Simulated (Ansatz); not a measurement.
Geometry optimisation, Ansatz, RKS CAM-B3LYP-D4/def2-SVP.

The input (input.yaml):

```yaml
crystal:
  periodic: [false, false, false]
  atoms:
    - { symbol: C, position_ang: [-1.2886, 0.5959, 0.9201] }
    - { symbol: C, position_ang: [0.0267, 0.7818, 0.2481] }
    - { symbol: "N", position_ang: [0.9927, -0.0277, 0.8538] }
    - { symbol: B, position_ang: [0.5874, -0.4467, -0.5608] }
    - { symbol: "N", position_ang: [0.5389, -1.3644, -1.7983] }
    - { symbol: H, position_ang: [-2.128, 0.9141, 0.1718] }
    - { symbol: H, position_ang: [-1.3777, 1.3483, 1.7666] }
    - { symbol: H, position_ang: [-1.4797, -0.373, 1.2793] }
    - { symbol: H, position_ang: [0.3879, 1.8005, -0.0466] }
    - { symbol: H, position_ang: [1.9687, 0.4003, 0.7359] }
    - { symbol: H, position_ang: [-0.44844, -1.61907, -1.8428] }
    - { symbol: H, position_ang: [0.72424, -0.7446, -2.61071] }
basis:
  gaussian: { orbitals: def2-SVP }
hamiltonian:
  xc: cam_b3lyp
  dispersion: d4
relax:
  f_tol: 0.015
  max_steps: 40
```

Run as:

```bash
$ ansatz run input.yaml --threads 2 --pin off --max-ram 3072MiB --backend cpu --events-out ev --progress --plain --runs-dir out
```

Task: Where does it end, and by what steps?

Result: The run converged. After 14 steps the energy has fallen by 2.267 eV; H12 moved furthest, 1.31 Å.

| step | energy less start (eV) | largest force component (eV/Å) | accepted |
| --- | --- | --- | --- |
| 0 | 0.0000 | 4.814 | yes |
| 1 | -0.9885 | 2.324 | yes |
| 2 | -1.3168 | 1.218 | yes |
| 3 | -1.5057 | 1.061 | yes |
| 4 | -1.7222 | 0.873 | yes |
| 5 | -1.7587 | 2.146 | yes |
| 6 | -2.0541 | 1.114 | yes |
| 7 | -2.1335 | 0.703 | yes |
| 8 | -2.2066 | 1.248 | yes |
| 9 | -2.2029 | 0.887 | no |
| 10 | -2.2484 | 0.520 | yes |
| 11 | -2.2642 | 0.131 | yes |
| 12 | -2.2661 | 0.097 | yes |
| 13 | -2.2663 | 0.090 | yes |
| 14 | -2.2666 | 0.012 | yes |

```xyz
12
Properties=species:S:1:pos:R:3
C -1.330 0.679 1.099
C -0.185 0.801 0.118
N 1.061 0.070 0.425
B 0.440 -0.331 -0.738
N 0.505 -1.154 -1.857
H -2.278 0.997 0.637
H -1.174 1.306 1.994
H -1.449 -0.361 1.437
H -0.048 1.832 -0.251
H 1.923 0.415 0.823
H -0.240 -1.208 -2.537
H 1.280 -1.780 -2.034
```

Time of the run: 61 s on 2 threads of Intel(R) Xeon(R) Platinum 8259CL CPU @ 2.50GHz (Skylake/Cascade Lake), on a shared host, peak memory 0.28 GiB.
